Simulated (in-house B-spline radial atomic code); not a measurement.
Configurations of Xe IV (Xe3+), with energies counted from [Kr] 4d10 5s2 5p3. All numbers are computed (Dirac-Hartree-Fock, average of configuration; Fermi nucleus of rms radius 4.7859 fm) with a B-spline radial code for spherical atoms, not measured. Energies include first-order Breit, QED and recoil terms.

Occupations are held fixed; configurations that lie above the ionisation limit could autoionise.

| configuration | E - E(ref) (eV) | highest orbital | its <r> (bohr) |
| --- | --- | --- | --- |
| [Kr] 4d10 5s2 5p2 5g1 | 32.724 | 5g7/2 | 6.818 |
| [Kr] 4d10 5s2 5p2 8g1 | 38.042 | 8g7/2 | 21.35 |
| [Kr] 4d10 5s1 5p3 8f1 | 51.495 | 8f7/2 | 18.48 |
| [Kr] 4d10 5s1 5p3 8g1 | 52.143 | 8g7/2 | 21.33 |
| [Kr] 4d9 5s2 5p3 5g1 | 93.827 | 5g7/2 | 6.809 |
| [Kr] 4d9 5s2 5p3 7g1 | 98.1 | 7g7/2 | 15.73 |
| [Ar] 3d9 4s2 4p6 4d10 5s2 5p3 7f1 | 712.1 | 7f7/2 | 12.92 |
| [Ar] 3d9 4s2 4p6 4d10 5s2 5p3 7g1 | 713.27 | 7g7/2 | 15.74 |

Order these further configurations by energy, lowest first.
A. [Kr] 4d9 5s2 5p3 5f1
B. [Ar] 3d9 4s2 4p6 4d10 5s2 5p3 6g1
C. [Kr] 4d10 5s1 5p3 9f1
D. [Kr] 4d10 5s2 5p2 7g1
E. [Kr] 4d9 5s2 5p3 8f1

D (36.996 eV), C (52.412 eV), A (90.545 eV), E (98.415 eV), B (711.66 eV).

How far above the reference does [Kr] 4d10 5s2 5p2 8d1 lie?

35.686 eV; its least bound orbital is 8d5/2 with <r> = 13.52 bohr.

How far above the reference does [Kr] 4d10 5s1 5p4 lie?

14.386 eV; its least bound orbital is 5p3/2 with <r> = 2.048 bohr.

How far above the reference does [Kr] 4d9 5s2 5p3 6s1 lie?

79.927 eV; its least bound orbital is 6s1/2 with <r> = 3.734 bohr.
